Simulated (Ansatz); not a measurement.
Isolated molecules relaxed with PBE0-D4/def2-TZVP in Ansatz; ΔE leaves out vibrations. CCSD(T)/CBS is the MP2 limit (def2-TZVPP, def2-QZVPP) plus CCSD(T) − MP2 in def2-TZVPP, frozen cores. Functionals use def2-TZVPP. B3LYP here is the variant with VWN-RPA as its local correlation; programs differ in this. For Ge outer-core shells are correlated without core-valence functions, which leaves a few kJ/mol of doubt a bond. Scalar relativity is left out up to krypton. One conformer a species, not always the lowest.

`OB(O)O[SiH3]` + `[OH][GeH3]` → `OB(O)[O][GeH3]` + silanol  (ligand exchange at a B–O bond)

| level | ΔE (kcal/mol) | difference from CCSD(T)/CBS |
| --- | --- | --- |
| LDA (SPW92) | -1.4 | -0.1 |
| PBE-D4 | -1.1 | 0.2 |
| BLYP-D4 | -0.9 | 0.4 |
| B97M-V | -1.1 | 0.2 |
| B3LYP-D4 | -1.0 | 0.3 |
| PBE0 | -1.1 | 0.2 |
| RPA@PBE/def2-TZVPP | -1.6 | -0.3 |
| HF/def2-SVP | -0.8 | 0.5 |
| HF/def2-QZVPP | -0.7 | 0.6 |
| MP2/CBS(def2) | -1.3 | 0.0 |
| CCSD(T)/CBS | -1.3 | 0 |

What do rigid-rotor, harmonic-oscillator terms from PBE0-D4/def2-TZVP frequencies (298.15 K, 1 bar) make of the CCSD(T)/CBS value? (Estimate.)

Ansatz gave: ΔZPE = 0.0 kcal/mol, ΔH = -1.3 kcal/mol, ΔS = -5 J/(mol·K), ΔG = -1.0 kcal/mol.

Largest T1 diagnostic among the species: 0.012.

In def2-TZVPP, CCSD(T) changes the Hartree–Fock value by −0.7 kcal/mol (the triples alone add −0.1 kcal/mol) and MP2 by −0.8 kcal/mol. Leaving LDA and LC-ωPBE aside and taking each functional with its dispersion term where it has one, the values, not all of them listed here, spread over 0.4 kcal/mol, from PBE-QIDH to BLYP-D4.
